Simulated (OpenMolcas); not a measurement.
# P I: CASPT2 settings compared

| Quantity | Value |
| --- | --- |
| Program | OpenMolcas 26.06 |
| Basis | ANO-RCC-VQZP [6s5p3d2f1g] |
| Scalar Hamiltonian | DKH4, point nucleus |
| Active space | 3 electrons in 3 orbitals (3p) |
| State averaging | 2S+1 = 4 odd, 1 root; 2S+1 = 2 odd, 8 roots kept (CI in the orbitals of an earlier block) |
| Spin-orbit coupling | RASSI with atomic mean-field integrals over the reference wave functions, term energies averaged over their components |

Methods on the same reference wave functions:
A. CASSCF
B. SS-CASPT2, IPEA 0.35 Eh, imaginary shift 0.4 Eh (closed shells correlated: 2s 2p 3s)
C. SS-CASPT2, IPEA 0.1 Eh, imaginary shift 0.05 Eh (closed shells correlated: 2s 2p 3s)
D. SS-CASPT2, IPEA 0.4 Eh, no level shift (closed shells correlated: 2s 2p 3s)

Energies in cm-1 above 3s2 3p3 4S* 3/2, the measured ground level; measured values from NIST Handbook of Basic Atomic Spectroscopic Data.

| Level | A | B | C | D | Measured |
| --- | --- | --- | --- | --- | --- |
| 3s2 3p3 4S* 3/2 | 0.0 | 0.0 | 0.0 | 0.0 | 0.0 |
| 3s2 3p3 2D* 3/2 | 15539 | 11420 | 11600 | 11340 | 11361 |
| 3s2 3p3 2D* 5/2 | 15545 | 11430 | 11600 | 11340 | 11377 |
| 3s2 3p3 2P* 1/2 | 25908 | 19720 | 19730 | 19570 | 18723 |
| 3s2 3p3 2P* 3/2 | 25916 | 19730 | 19740 | 19580 | 18748 |

Deviations, from unrounded energies. A percentage is the sum of absolute deviations over the sum of measured energies, with the sign that they share, or ± where signs differ.

```
                        Against measurement  Levels      A     B     C     D
             mean absolute deviation (cm-1)       4   5700   520   610   440
other terms of the ground configuration (%)       4  +37.7  +3.5  +4.1  ±2.9
```

D lies closest to measurement on these levels and A furthest from it. The largest miss of D in the table is 3s2 3p3 2P* 1/2, by +850 cm-1. The ranking rests on the paired levels alone, and a cruder setting can come out closer through cancelling errors.

Among B to D the level of the table that moves most is 3s2 3p3 2D* 5/2, by 260 cm-1 (lowest in D, highest in C). Moves below CASPT2's spread within the term are not significant.

The mean deviations of B to D differ by less than CASPT2's widest spread within a term (270 cm-1), so their order carries little weight.

From A to B the spin-free energies of the other terms of 3s2 3p3 shown, above 4S*, scale by factors of 0.74 to 0.76.

The lowest spin-free term lies below A's lowest term by 0.127 hartree in B, 0.139 hartree in C, 0.126 hartree in D.

CASPT2 does not keep the components of a term degenerate, so their means are used; among the terms shown or strongly mixed into the levels shown the widest spread is 270 cm-1 (3s2 3p3 2D*, D). Terms from blocks run as CI alone lack orbitals of their own. With the s shell closed, the reference lacks s² → p² mixing. Without dynamic correlation excited terms often stand tens of per cent too high (terms of higher spin than the ground term too low), and those without a measured partner can miss by more than the paired ones (holds for A). Measured partners are found by configuration, term and J. A level has none where our copy of the source lacks it or the pairing is in doubt (some pairs that miss far off the trend of their configuration count as doubtful), and it then counts in no deviation. Only configurations of the active space appear.

* marks odd parity.
